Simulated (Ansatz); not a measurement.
Gas-phase electronic energies from Ansatz, PBE0-D4/def2-TZVP geometries. CCSD(T)/CBS adds triple-zeta CCSD(T) − MP2 to the extrapolated MP2 energy (def2 sets, frozen cores). DFT in def2-TZVPP. For Ge outer-core shells are correlated without core-valence functions, which leaves a few kJ/mol of doubt a bond. Scalar relativity is left out up to krypton. Each species was taken in one conformer, which may not be the lowest.

`C=[C]([SiH3])[GeH3]` + CH₃NH₂ → `C=C([SiH3])NC` + GeH₄  (substitution at a C–Ge bond)

`C=[C]([SiH3])[GeH3]`:

```xyz
12

C    -1.653   -0.079   -0.157
C    -0.324   -0.023   -0.058
Si    0.746   -0.427   -1.528
Ge    0.479    0.485    1.644
H    -2.315    0.149    0.677
H    -2.151   -0.357   -1.085
H     1.645   -1.572   -1.216
H     1.608    0.736   -1.876
H    -0.113   -0.774   -2.692
H    -0.648    0.757    2.655
H     1.341    1.749    1.472
H     1.386   -0.643    2.166
```

CH₃NH₂:

Cartesian coordinates in Å:
```
C -0.209 -0.529 0.003
N 0.022 0.903 0.088
H 0.662 -1.129 -0.301
H -1.013 -0.724 -0.710
H -0.547 -0.899 0.973
H 0.326 1.270 -0.805
H 0.758 1.107 0.752
```

`C=C([SiH3])NC`:

```xyz
14

C     1.545   -1.169   -0.577
C     0.591   -0.329   -0.141
Si    0.174    1.145   -1.226
N    -0.031   -0.466    1.084
C    -1.369    0.027    1.298
H     1.841   -2.046   -0.006
H     2.070   -0.984   -1.503
H     0.316    2.425   -0.478
H     1.104    1.132   -2.381
H    -1.227    1.077   -1.725
H     0.163   -1.342    1.547
H    -1.610   -0.032    2.360
H    -2.139   -0.518    0.735
H    -1.428    1.081    1.015
```

GeH₄:

```xyz
5

Ge    0.000    0.000    0.000
H     1.236    0.580   -0.699
H    -0.008   -1.526   -0.159
H    -1.268    0.587   -0.633
H     0.040    0.358    1.491
```

| level | ΔE (eV) |
| --- | --- |
| B2PLYP | 0.25 |
| PBE | 0.13 |
| HF/def2-TZVPP | 0.33 |
| MP2/def2-TZVPP | 0.34 |
| MP2/def2-QZVPP | 0.35 |
| SCS-MP2/def2-QZVPP | 0.35 |
| HF/CBS(def2) | 0.32 |
| MP2/CBS(def2) | 0.36 |

(1) What does CCSD(T)/CBS give? (An estimate is asked.)

Largest T1 diagnostic among the species: 0.012.

Results:

(1) Computed: +0.34 eV. The listed levels differ from it by -0.09, -0.21, -0.01, 0.00, 0.01, 0.01, -0.02, 0.02 eV.

From PBE to PBE0 (25 % exact exchange), in def2-TZVPP and without D4, ΔE moves by +0.05 eV.
